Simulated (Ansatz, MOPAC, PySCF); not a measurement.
Species: BiCl$_{2}$, charge 0, multiplicity 2. SMILES: [Cl][Bi][Cl]
Geometry: optimised at B3LYP-D3(BJ)/def2-TZVP (Ansatz, a program for electronic structure).

Property: size of the dipole moment, in D. Set-up: def2 sets with scalar-relativistic core potentials past Kr; PM7 with its own dispersion and hydrogen-bond terms; no spin-orbit coupling; dispersion terms only where a functional's name holds one; open shells spin-unrestricted; six Cartesian d functions in 6-31G* and its kin unless marked 5d; LANL2DZ with its own core potentials from Na on. Ab initio and DFT rows: single points at B3LYP-D3(BJ) geometries (Ansatz). Semi-empirical rows: dipoles at the shared geometry.

```
level                                    program  size of the dipole moment (D)
---------------------------------------  -------  -----------------------------
PM3                                        MOPAC                           6.23
PM7                                        MOPAC                           4.98
MNDO                                       MOPAC                          11.13
PBE/LANL2DZ                               Ansatz                           4.22
PBE/6-31G* with LANL2DZ past Ar           Ansatz                           3.95
BP86/def2-SVP                              PySCF                           3.43
B3LYP/LANL2DZ                             Ansatz                           4.68
B3LYP/6-31G* with LANL2DZ past Ar         Ansatz                           4.35
M06-2X/6-31G* with LANL2DZ past Ar (5d)    PySCF                           4.80
```

No value to compare with is used here. The 9 habitual levels span 3.43 (BP86/def2-SVP) to 11.13 D (MNDO).

The levels are drawn from those run, B3LYP/6-31G* more often than the rest, none by its result; runs whose electronic state is in doubt are left out.
